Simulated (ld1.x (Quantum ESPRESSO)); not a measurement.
Ranking TM potentials for Ni (Z = 28)

All share these settings but for the change named:

```json
{"Element": "Ni (Z = 28)", "Generator": "ld1.x (Quantum ESPRESSO) 7.5", "Type": "norm-conserving Troullier–Martins (Kleinman–Bylander form)", "Functional": "PBE", "Relativity": "scalar-relativistic", "Frozen core": "[Ar]", "Valence charge": "10", "Reference configuration": "3d8 4s0 4p0 (charge +2)", "Partial waves": "4s (bound, empty): rc 2.25 bohr; 4p (bound, empty): rc 1.90 bohr; 3d (bound): rc 1.40 bohr", "Local potential": "all-electron potential smoothed inside 1.60 bohr (lloc = -1)", "Core correction": "none"}
```

Cutoff: the first of the cutoffs (Ry, on a coarse ladder) from which the occupation-weighted sum of valence levels, in a spherical-Bessel basis at the reference potential, stays within 10 and 1 mRy of its value at 400 Ry; the density cutoff is not measured.

The base gives 140 Ry.

Of 11 variants that were run, those that failed, showed a ghost or another fault, or gave nearly equal values are left out.

A variant can come out equal or close to the base.

Q: Rank these variants from softest to hardest (loose cutoff).
A. all radii scaled by about 1.08 (s 2.44, p 2.06, d 1.52 bohr); local potential all-electron potential smoothed inside 1.74 bohr (lloc = -1)
B. local potential all-electron potential smoothed inside 1.80 bohr (lloc = -1)
C. core [Ne] 3s2, valence charge 16; reference 3p6 3d8 4s2 4p0; waves now 3p (bound): rc 1.10 bohr; 3d (bound): rc 0.80 bohr; 4s (bound): rc 1.70 bohr; local potential the s channel; core correction a·sin(br)/r model core inside 0.45 bohr

A: A (120 Ry), B (140 Ry), C (300 Ry).
